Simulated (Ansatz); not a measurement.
Program: Ansatz. Geometries: PBE0-D4/def2-TZVP. ΔE: electronic, gas phase. CCSD(T)/CBS is the MP2 limit (def2-TZVPP, def2-QZVPP) plus CCSD(T) − MP2 in def2-TZVPP, frozen cores. This one scheme is used for every species. Functionals use def2-TZVPP. B3LYP here is the variant with VWN-RPA as its local correlation; programs differ in this. def2 core potentials past Kr. For Sn outer-core shells are correlated without core-valence functions, which leaves a few kJ/mol of doubt a bond. One conformer a species, not always the lowest.

Consider the formal exchange of groups at the Sn–O bond: `C[O][Sn]([OH])([Cl])[Cl]` + CH₄ → `[CH3][Sn]([OH])([Cl])[Cl]` + CH₃OH.

`C[O][Sn]([OH])([Cl])[Cl]`:

```xyz
10

C     0.115    0.771   -1.573
O     0.137    0.854   -0.160
Sn   -0.100   -0.716    0.947
O    -0.016   -0.094    2.773
Cl   -2.122   -1.720    0.517
Cl    1.548   -2.265    0.545
H     0.264    1.781   -1.959
H    -0.845    0.397   -1.946
H     0.917    0.132   -1.958
H     0.103    0.861    2.813
```

CH₄:

Cartesian coordinates in Å:
```
C 0.000 0.000 0.000
H 0.337 0.717 0.748
H -1.077 0.097 -0.136
H 0.235 -1.011 0.333
H 0.505 0.197 -0.945
```

`[CH3][Sn]([OH])([Cl])[Cl]`:

Z-matrix (Å, degrees):
```
C
Sn 1 2.108
H 1 1.089 2 108.5
H 1 1.089 2 108.6 3 119.9
H 1 1.088 2 108.9 3 -120.0
O 2 1.943 1 109.9 3 -55.9
Cl 2 2.320 1 113.0 3 64.3
Cl 2 2.320 1 113.0 3 -176.1
H 6 0.961 2 113.8 1 -179.7
```

CH₃OH:

Cartesian coordinates in Å:
```
C -0.139 -0.317 0.082
O -0.073 0.952 -0.526
H -1.083 -0.770 -0.225
H -0.131 -0.258 1.177
H 0.675 -0.978 -0.240
H 0.751 1.371 -0.268
```

(1) Is it downhill or uphill in electronic energy at CCSD(T)/CBS, and by how much? (Estimate.)

(2) What do these levels give: PBE0-D4, B3LYP-D4, ωB97X-V, B2PLYP, PBE, r2SCAN, MP2/def2-TZVPP, CCSD/def2-TZVPP, CCSD(T)/def2-TZVPP, MP2/def2-QZVPP, SCS-MP2/def2-QZVPP, CCSD/CBS(def2)? (Estimate.)

Largest T1 diagnostic among the species: 0.013.

## Answers

(1) Ansatz gave: Uphill: ΔE = +4.7 kcal/mol.

(2) Computed: PBE0-D4 3.2, B3LYP-D4 5.3, ωB97X-V 4.9, B2PLYP 5.1, PBE 3.8, r2SCAN 5.4, MP2/def2-TZVPP 4.2, CCSD/def2-TZVPP 3.9, CCSD(T)/def2-TZVPP 4.5, MP2/def2-QZVPP 4.4, SCS-MP2/def2-QZVPP 5.1, CCSD/CBS(def2) 4.2 kcal/mol.

From PBE to PBE0 (25 % exact exchange), in def2-TZVPP and without D4, ΔE moves by −1.1 kcal/mol. The D4 term adds +0.8 kcal/mol with B3LYP and +0.5 kcal/mol with PBE0; it sums over pairs of atoms, weighted by their polarisabilities, and B3LYP, whose exchange is more repulsive, gets the larger term.
